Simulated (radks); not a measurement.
The sulfur anion S- inside a hard spherical wall (all orbitals vanish at R), configuration held at [Ne] 3s2 3p5 and not refilled when levels cross. Method: non-relativistic Kohn-Sham, PBE, spin-unpolarised, spherical densities, point nucleus; computed with a radial shooting solver on a logarithmic mesh with Libxc functionals. Eigenvalues in eV, with the zero of energy where the potential of the charges vanishes at infinity; a dash marks a level that is unbound or too diffuse for the functional's potential to be trusted. A positive occupied level is held by the wall or, in an anion where self-interaction has pushed it up, behind a barrier. The pressure on the wall is -dE/dV.

R (bohr)  E (hartree)  kinetic (hartree)    e(2s)    e(2p)   e(3s)   e(3p)  e(4s, empty)  e(4p, empty)  pressure (GPa)
20         -398.02201            397.485  -201.64  -147.70  -8.887   0.731         2.312         2.543        < 0.0001
15         -398.02195            397.486  -201.62  -147.68  -8.870   0.747         2.983         3.488        0.000407
12         -398.02161            397.488  -201.56  -147.62  -8.817   0.795         3.714         4.597         0.00427
10         -398.02044            397.494  -201.43  -147.49  -8.703   0.901         4.595         5.952          0.0263
8          -398.01478            397.523  -201.03  -147.08  -8.366   1.220         6.365         8.586           0.217
5          -397.89696            398.051  -197.26  -143.30  -5.642   4.062        17.218        22.600            13.2
3.5        -397.19375            400.721  -186.38  -132.29   1.867  12.638        45.730        54.313             224
2.5        -394.14141            410.017  -162.43  -107.91  22.407  35.939        118.84        128.92            2470
2          -388.44181            424.862  -136.52  -81.245  53.972  70.007        219.92        226.94           10800
1.5        -370.46259            466.128  -88.271  -30.609  145.50  162.10        472.75        461.19           66800
